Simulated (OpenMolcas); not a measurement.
# Mn4+: ligand-field states by method

Mn4+ with 6 ligands (fluoride) in octahedral coordination (Oh) at 1.84 Å. A charge of +0.333 e stands 3.2 Å behind each ligand. Ligand basis ANO-RCC-VDZP.

```json
{
  "Program": "OpenMolcas",
  "Basis": "ANO-RCC-VDZP [5s4p2d1f]",
  "Scalar Hamiltonian": "DKH2, point nucleus",
  "Active space": "3 electrons in 5 orbitals (3d)",
  "State averaging": "2S+1 = 4 even, 10 roots; 2S+1 = 2 even, 40 roots",
  "Spin-orbit coupling": "state interaction with AMFI integrals over the reference wave functions"
}
```

I. CASSCF
II. SS-CASPT2, IPEA 0.25 Eh, imaginary shift 0.1 Eh (closed shells correlated: 3s 3p and the ligand valence shells)

Spin-free states (labels of O, the rotations of Oh) in cm-1, each column counted from its own energy of the first state listed:

| State | Degeneracy | I | II |
| --- | --- | --- | --- |
| 4A2 | 1 | 0 | 0 |
| 4T2 | 3 | 19669 | 25070 |
| 2E | 2 | 21336 | 14850 |
| 2T1 | 3 | 22442 | 15610 |
| 4T1 | 3 | 29464 | 32600 |
| 2T2 | 3 | 31007 | 23350 |
| 2A1 | 1 | 36829 | 34370 |
| 2T2 | 3 | 38884 | 37640 |
| 2T1 | 3 | 40595 | 39330 |
| 2E | 2 | 43192 | 39920 |
| 4T1 | 3 | 46224 | 53110 |
| 2T1 | 3 | 46440 | 43660 |
| 2T2 | 3 | 54960 | 51620 |
| 2A2 | 1 | 57873 | 50930 |
| 2T1 | 3 | 58806 | 64040 |
| 2T2 | 3 | 61595 | 62250 |
| 2E | 2 | 68145 | 65520 |
| 2T1 | 3 | 69369 | 69960 |
| 2T2 | 3 | 89797 | 86940 |
| 2E | 2 | 89844 | 91240 |

From I to II, I's first state of the same spin (4T2) moves from 19669 to 25070 cm-1, by about +5400 cm-1.

From I to II, I's first state of another spin (2E) moves from 21336 to 14850 cm-1, by about -6500 cm-1.

χT at 300 K: I 1.83, II 1.84 cm3 K/mol.

Roots that are degenerate in the reference are averaged as groups; the widest CASPT2 spread within a group is 350 cm-1 (the 2-fold group of multiplicity 2 near 39900 cm-1 above the lowest state of its run, II). Shifts and gaps below about the spread of the groups concerned are not significant. Over all roots computed the reference weight is 0.67 to 0.69 in II; a low but even weight reflects the number of correlated electrons. The least metal-like active orbital is 80 % on the metal (Löwdin) and no ligand orbital is active, so the numbers are rough. Ligand-to-metal charge-transfer states are missing. With no ligand orbital active B as a rule stays too high, so bands that hang on it stand too high and its fall with covalency is understated. Without dynamic correlation the repulsion within the d shell is too large (B by tens of per cent), so at a given field states of lower spin stand too high (holds for I). With metal d orbitals alone and no dynamic correlation the field as a rule comes out too small, by tens of per cent, by up to half for chloride and softer ligands (holds for I). With one d shell and no ligand orbital active, 10Dq can be off by a tenth or more (holds for II). No measured value stands beside these numbers; the geometry is a model, was not optimised and need not be the one that this ion takes.
